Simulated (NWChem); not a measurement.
System: BBrClF; SMILES FB(Cl)Br

Input file for NWChem:

```
start job
memory heap 200 mb stack 900 mb global 1100 mb
geometry units angstroms noautoz
  B     -0.423562     0.567157     0.000000
  F     -1.726682     0.796844     0.000000
  Cl     0.684775     1.924660     0.000000
  Br     0.202232    -1.241656     0.000000
end
basis spherical
  B library def2-svp
  F library def2-svp
  Cl library def2-svp
  Br library def2-svp
end
dft
  xc r2scan
  grid xcoarse
  iterations 150
  mulliken
end
task dft gradient
```

Parts of the log:

```
             Northwest Computational Chemistry Package (NWChem) 7.3.0
             --------------------------------------------------------

 CS  symmetry detected

                             Geometry "geometry" -> ""
                             -------------------------

 Output coordinates in angstroms (scale by  1.889725989 to convert to a.u.)

  No.       Tag          Charge          X              Y              Z
 ---- ---------------- ---------- -------------- -------------- --------------
    1 B                    5.0000    -0.43174956     0.58415556     0.00000000
    2 F                    9.0000    -1.73163006     0.83151873     0.00000000
    3 Cl                  17.0000     0.69492115     1.92648131     0.00000000
    4 Br                  35.0000     0.16942168    -1.23298939     0.00000000

 Effective nuclear repulsion energy (a.u.)     280.1601301152

      Symmetry information
      --------------------

 Group name             Cs
 Group number              2
 Group order               2
 No. of unique centers     4

                                 NWChem DFT Module
                                 -----------------

 Summary of "ao basis" -> "ao basis" (spherical)
 ------------------------------------------------------------------------------
       Tag                 Description            Shells   Functions and Types
 ---------------- ------------------------------  ------  ---------------------
 B                          def2-svp                 6       14   3s2p1d
 F                          def2-svp                 6       14   3s2p1d
 Cl                         def2-svp                 8       18   4s3p1d
 Br                         def2-svp                12       32   5s4p3d

      Symmetry analysis of basis
      --------------------------

        a'         55
        a"         23

            General Information
            -------------------
          SCF calculation type: DFT
          Wavefunction type:  closed shell.
          No. of atoms     :     4
          No. of electrons :    66
           Alpha electrons :    33
            Beta electrons :    33
          Charge           :     0
          Spin multiplicity:     1
          Use of symmetry is: on ; symmetry adaption is: on
          Maximum number of iterations: 150
          AO basis - number of functions:    78
                     number of shells:    32
          Convergence on energy requested:  1.00D-06
          Convergence on density requested:  1.00D-05
          Convergence on gradient requested:  5.00D-04

              XC Information
              --------------
                      r^2SCAN Method XC Functional
               r^2SCAN metaGGA Exchange Functional  1.000
                     r^2SCAN Correlation Potential  1.000

             Grid Information
             ----------------
          Grid used for XC integration:  xcoarse
          Radial quadrature: Mura-Knowles
          Angular quadrature: Lebedev.
          Tag              B.-S. Rad. Rad. Pts. Rad. Cut. Ang. Pts.
          ---              ---------- --------- --------- ---------
          B                   0.85       21           7.0       194
          F                   0.50       21           8.0       194
          Cl                  1.00       42           8.0       194
          Br                  1.15       75           8.0       194
          Grid pruning is: on
          Number of quadrature shells:   159
          Spatial weights used:  Erf1

      Superposition of Atomic Density Guess
      -------------------------------------

 Sum of atomic energies:       -3155.20583375

      Non-variational initial energy
      ------------------------------

 Total energy =   -3156.173854
 1-e energy   =   -4946.930883
 2-e energy   =    1510.596898
 HOMO         =      -0.388459
 LUMO         =       0.068905

      Symmetry analysis of molecular orbitals - initial
      -------------------------------------------------

  Numbering of irreducible representations:

     1 a'          2 a"

  Orbital symmetries:

     1 a'          2 a'          3 a'          4 a'          5 a'
     6 a"          7 a'          8 a'          9 a'         10 a'
    11 a'         12 a"         13 a'         14 a'         15 a'
    16 a"         17 a'         18 a'         19 a"         20 a'
    21 a"         22 a'         23 a'         24 a'         25 a'
    26 a'         27 a"         28 a'         29 a'         30 a"
    31 a'         32 a"         33 a'         34 a"         35 a'
    36 a'         37 a'         38 a'         39 a'         40 a"
    41 a'         42 a'         43 a"

     ---------------------------------------------
      Total Density - Mulliken Population Analysis
     ---------------------------------------------

    Atom       Charge   Shell Charges
 -----------   ------   -------------------------------------------------------
    1 B    5     4.11   1.99  0.74  0.09  0.92  0.22  0.15
    2 F    9     9.35   1.99  1.15  0.72  3.50  1.99  0.00
    3 Cl  17    17.25   2.00  1.99  1.22  0.70  5.94  2.15  3.24  0.01
    4 Br  35    35.29   2.00  2.00  2.00  1.36  0.57  6.00  5.99  2.37  2.99  8.23  1.73  0.06

[...]

                         DFT ENERGY GRADIENTS

    atom               coordinates                        gradient
                 x          y          z           x          y          z
   1 B      -0.815888   1.103894   0.000000    0.004729  -0.001395   0.000000
   2 F      -3.272306   1.571343   0.000000   -0.008326   0.001436   0.000000
   3 Cl      1.313211   3.640522   0.000000    0.002540   0.002762   0.000000
   4 Br      0.320161  -2.330012   0.000000    0.001057  -0.002803   0.000000
```

Level: r2SCAN/def2-SVP. Coordinates come from a PBE-D3(BJ)/def2-SVP optimisation.
